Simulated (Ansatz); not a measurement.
`[AlH2][C]1=[N][SnH2]1`, 8 atoms. Charge 0, multiplicity 1. Correlated methods include outer-core shells of Sn, which these sets cover unevenly. Sn takes the def2 core potential. All runs use 2 threads of an Arm Neoverse V1 on a shared host. Correlated methods freeze the cores.

(1) Give the basis size and wall time and peak host memory of each of these runs in Ansatz. RKS ωB97M-V/def2-SVP energy; RKS PBE0-D4/def2-SVP energy; RHF-CCSD(T)/def2-TZVPP energy; RHF-CCSD(T)/def2-SVP energy; RKS ωB97M-V/def2-QZVPP energy; RKS PBE0-D4/def2-TZVP relaxation (7 steps); RKS r2SCAN0-D4/def2-TZVPP energy; direct RPA on PBE orbitals/def2-TZVPP energy; RKS PBE0-D4/def2-TZVP frequencies; RKS PBE-D4/def2-TZVPP energy and forces; RKS PBE0-D4/def2-QZVPP energy; RKS B97M-V/def2-TZVPP energy. (Estimate.)

## Answers

(1) Computed: Other jobs shared the machine, so times are rough.

```json
{"level": "RKS PBE0-D4/def2-SVP", "job": "energy", "functions": "92", "wall time": "1.8 s", "peak host memory (GiB)": "0.18"}
{"level": "RKS PBE-D4/def2-TZVPP", "job": "energy and forces", "functions": "210", "wall time": "3.7 s", "peak host memory (GiB)": "0.25"}
{"level": "RHF-CCSD(T)/def2-SVP", "job": "energy", "functions": "92", "wall time": "5.5 s", "peak host memory (GiB)": "0.35"}
{"level": "direct RPA on PBE orbitals/def2-TZVPP", "job": "energy", "functions": "210", "wall time": "7.5 s", "peak host memory (GiB)": "0.47"}
{"level": "RKS r2SCAN0-D4/def2-TZVPP", "job": "energy", "functions": "210", "wall time": "8 s", "peak host memory (GiB)": "0.5"}
{"level": "RKS ωB97M-V/def2-SVP", "job": "energy", "functions": "92", "wall time": "8.5 s", "peak host memory (GiB)": "0.28"}
{"level": "RKS PBE0-D4/def2-QZVPP", "job": "energy", "functions": "386", "wall time": "12 s", "peak host memory (GiB)": "1.1"}
{"level": "RKS B97M-V/def2-TZVPP", "job": "energy", "functions": "210", "wall time": "12 s", "peak host memory (GiB)": "0.33"}
{"level": "RKS ωB97M-V/def2-QZVPP", "job": "energy", "functions": "386", "wall time": "28 s", "peak host memory (GiB)": "1.4"}
{"level": "RKS PBE0-D4/def2-TZVP", "job": "relaxation (7 steps)", "functions": "173", "wall time": "41 s", "peak host memory (GiB)": "0.41"}
{"level": "RHF-CCSD(T)/def2-TZVPP", "job": "energy", "functions": "210", "wall time": "2.2 min", "peak host memory (GiB)": "3.1"}
{"level": "RKS PBE0-D4/def2-TZVP", "job": "frequencies", "functions": "173", "wall time": "2.8 min", "peak host memory (GiB)": "0.43"}
```
